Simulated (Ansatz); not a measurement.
Mulliken charges of `FC(F)[SiH]1N=C1Cl` from PBE/def2-TZVPP in Ansatz (PBE0-D4/def2-TZVP geometry).

```
atom   x (Å)   y (Å)   z (Å)  charge (e)
  F1   1.265  -1.540  -0.185      -0.151
  C2   0.030  -1.394   0.356       0.206
  F3   0.104  -1.718   1.681      -0.160
 Si4  -0.563   0.419   0.188       0.214
  N5  -0.448   1.158  -1.440      -0.175
  C6   0.423   1.628  -0.647       0.042
 Cl7   1.626   2.804  -0.903      -0.009
  H8  -0.632  -2.126  -0.123       0.073
  H9  -1.717   0.724   1.055      -0.040
```

Task: By hand: the dipole of these point charges (1 e Å = 4.8032 D).

Result: Σ q r = (-0.218, -0.034, 0.054) e Å, of length 0.227 e Å = 1.09 D.

Task: How does the dipole of the full density compare? (An estimate is asked.)

Result: The calculation gave: (-0.268, -0.084, 0.211) e Å, 1.69 D; the point charges give 0.64 times that, at 24° from its direction.

Point charges leave out the atoms' own dipoles, such as those of lone pairs, and Mulliken's split depends on the basis, so the two needn't agree.
